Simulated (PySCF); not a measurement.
**Scalar relativity in S(3+) (sulfur, charge +3)**

[Ne] 3s2 3p1, 2P determinant; PBE calculated with PySCF 2.14 in dyall-av3z (19s12p3d2f, 84 functions), once non-relativistic with a point nucleus and once with spin-free X2C-1e and a Gaussian nucleus.

| shell | ε non-rel. (eV) | rms r non-rel. (bohr, spins averaged) |
| --- | --- | --- |
| 1s α | -2440.8 | 0.1128 |
| 1s β | -2440.6 | 0.1128 |
| 2s α | -252.11 | 0.5233 |
| 2s β | -251.92 | 0.5233 |
| 2p α | -198.36 | 0.4932 |
| 2p β | -198.10 | 0.4932 |
| 3s α | -52.566 | 1.630 |
| 3s β | -51.182 | 1.630 |
| 3p α | -41.071 | 1.783 |

(1) How does scalar relativity move these shells?

The total energy goes from -395.4318 to -396.5289 hartree.

Relativity contracts and stabilises s shells directly. The contracted s shells screen the nucleus better, so for spin-averaged p shells the direct and indirect effects partly cancel.

Answers

(1) 1s α: ε -2448.0 eV, radius -0.52 %; 1s β: ε -2447.8 eV, radius -0.52 %; 2s α: ε -253.33 eV, radius -0.41 %; 2s β: ε -253.14 eV, radius -0.41 %; 2p α: ε -198.33 eV, radius -0.12 %; 2p β: ε -198.07 eV, radius -0.12 %; 3s α: ε -52.719 eV, radius -0.28 %; 3s β: ε -51.332 eV, radius -0.28 %; 3p α: ε -41.065 eV, radius -0.04 %.
